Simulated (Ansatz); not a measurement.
## Energy profile

The step: BCl₃ ([Cl][B]([Cl])[Cl]) + AlHCl₂ ([Cl][AlH][Cl]) → AlCl₃ ([Cl][Al]([Cl])[Cl]) + BHCl₂ ([Cl][BH][Cl]) (still joined by a long Al–H, B–Cl bond); bonds formed: H2–B5; dative contacts that become bonds: Al1–Cl6; bonds weakened to dative contacts: Al1–H2, B5–Cl6 (atoms numbered as in the saddle structure below).

Al1  (-0.764, 0.712, -0.937)
H2  (0.725, 0.184, -1.044)
Cl3  (-2.276, -0.361, -1.906)
Cl4  (-1.077, 2.734, -0.505)
B5  (0.889, -0.798, 1.020)
Cl6  (-0.817, -0.315, 1.372)
Cl7  (2.151, 0.232, 1.584)
Cl8  (1.169, -2.388, 0.415)
(Å)

Electronic energies by CCSD(T) at an estimated basis limit (MP2 extrapolated from triple and quadruple zeta, plus CCSD(T) − MP2 in triple zeta), on PBE0-D4/def2-TZVP structures; AlBHCl$_{5}$, closed shell; no counterpoise correction. Ansatz 0.2.0; basis: def2-TZVPP and def2-QZVPP; cores frozen in the correlated methods. Extrapolation: Hartree–Fock as exp(−7.88 √X), correlation as X^−2.97.

(1) Give the profile in eV, counted from the separated reactants. (An estimate is asked for; the value comes from the calculation.)

The T1 diagnostic stays at or below 0.012.

## Answers

(1) By the calculation:
```
                                                                                                                                             point      eV
separated: AlHCl$_{2}$ (linked as [Cl][AlH][Cl]; Al1, H2, Cl3, Cl4; singlet) + BCl$_{3}$ (linked as [Cl][B]([Cl])[Cl]; B5, Cl6, Cl7, Cl8; singlet)   0.000
                                                                                                                                   start structure  -0.283
                                                                                                                                            saddle  -0.192
                                                                                                                                     end structure  -0.911
separated: AlCl$_{3}$ (linked as [Cl][Al]([Cl])[Cl]; Al1, Cl3, Cl4, Cl6; singlet) + BHCl$_{2}$ (linked as [Cl][BH][Cl]; H2, B5, Cl7, Cl8; singlet)  -0.856
```
The saddle lies below the separated reactants: the barrier is submerged.

Ligand swaps between two centres remove the fluorinated layer in thermal atomic layer etching, and scramble precursors in the gas phase.

For scale, one of the runs: CCSD(T)/def2-TZVPP, 297 basis functions, launched by `ansatz run in.yaml --threads 4 --pin off --events-out ev --progress --plain --max-ram 46080MiB --backend cuda --devices 0, --max-vram 37GiB`. Hardware: 4 CPU threads of an AMD EPYC 7R13 and a share of one NVIDIA H100, shared host. Wall time 6 s; peak host memory 0.87 GiB.
